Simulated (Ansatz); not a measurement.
```yaml
crystal:
  periodic: [false, false, false]
  atoms:
    - {symbol: C, position_ang: [-1.155923, -0.972297, 2.031740]}
    - {symbol: N, position_ang: [-0.840561, 0.126369, 1.160478]}
    - {symbol: C, position_ang: [-1.447518, 1.364544, 1.565594]}
    - {symbol: B, position_ang: [-0.003104, -0.000479, 0.001366]}
    - {symbol: N, position_ang: [0.819649, 1.100310, -0.413772]}
    - {symbol: C, position_ang: [1.145136, 1.369731, -1.787480]}
    - {symbol: C, position_ang: [1.400430, 2.042813, 0.502719]}
    - {symbol: N, position_ang: [0.011657, -1.228248, -0.742553]}
    - {symbol: C, position_ang: [-1.134713, -2.084546, -0.877340]}
    - {symbol: C, position_ang: [1.174058, -1.723547, -1.427453]}
    - {symbol: H, position_ang: [-2.229868, -1.211189, 2.035575]}
    - {symbol: H, position_ang: [-0.608870, -1.864687, 1.729813]}
    - {symbol: H, position_ang: [-0.875359, -0.740957, 3.069039]}
    - {symbol: H, position_ang: [-2.538083, 1.255660, 1.649482]}
    - {symbol: H, position_ang: [-1.246064, 2.143642, 0.831287]}
    - {symbol: H, position_ang: [-1.083510, 1.710959, 2.544337]}
    - {symbol: H, position_ang: [2.222950, 1.280874, -1.989654]}
    - {symbol: H, position_ang: [0.616680, 0.680014, -2.444591]}
    - {symbol: H, position_ang: [0.850116, 2.391454, -2.065429]}
    - {symbol: H, position_ang: [1.192718, 1.749010, 1.530975]}
    - {symbol: H, position_ang: [2.491842, 2.085646, 0.379344]}
    - {symbol: H, position_ang: [1.020344, 3.064309, 0.352655]}
    - {symbol: H, position_ang: [-1.371457, -2.256222, -1.936929]}
    - {symbol: H, position_ang: [-0.977774, -3.072598, -0.419567]}
    - {symbol: H, position_ang: [-2.006546, -1.627012, -0.411129]}
    - {symbol: H, position_ang: [2.033178, -1.084348, -1.227133]}
    - {symbol: H, position_ang: [1.424045, -2.738721, -1.088132]}
    - {symbol: H, position_ang: [1.030045, -1.775882, -2.516940]}
basis:
  gaussian: {orbitals: aug-cc-pVTZ}
total_charge: -2
hamiltonian: {xc: {name: PBEsol}, dispersion: d3bj}
scf: {lower_state_search: full}
```

```sh
$ ansatz run in.yaml --threads 4 --pin off --events-out ev --progress --plain --max-ram 46080MiB --backend cuda --devices 0, --max-vram 37GiB
```

Shortened log:

```
Functional definition: PBEsol
3184 factors; their error is unknown
mean field evaluation 1: about -11582.5737 eV, gradient 8.9e1 eV
mean field evaluation 2: about -11481.0552 eV, gradient 1.8e2 eV
mean field evaluation 4: about -11599.6802 eV, gradient 2.1e1 eV
mean field evaluation 8: about -11601.0263 eV, gradient 2.3e0 eV
mean field evaluation 16: about -11601.0901 eV, gradient 2.9e-1 eV
mean field evaluation 32: about -11600.9885 eV, gradient 2.3e-4 eV
a density is far from that of the atoms, so the factors are made again for it
4975 factors; integrals over basis functions are off by at most 1.0e-3 eV
mean field -11600.98832738 eV, -426.3284575988 hartree, gradient 5.9e-5 eV, S^2 0.000000; 0 other end points of the search recorded, 0 dependent functions left out
reference -11600.98836000 eV, -426.3284587978 hartree; 41, 41 occupied and 833, 833 virtual orbitals, 4975 factors
Total energy: -11601.30719755 eV, -426.3401758616 hartree
```

In this input the charge is far from anything that the molecule holds. The calculation finished and met its thresholds. The result belongs to that input, not to the molecule as meant.
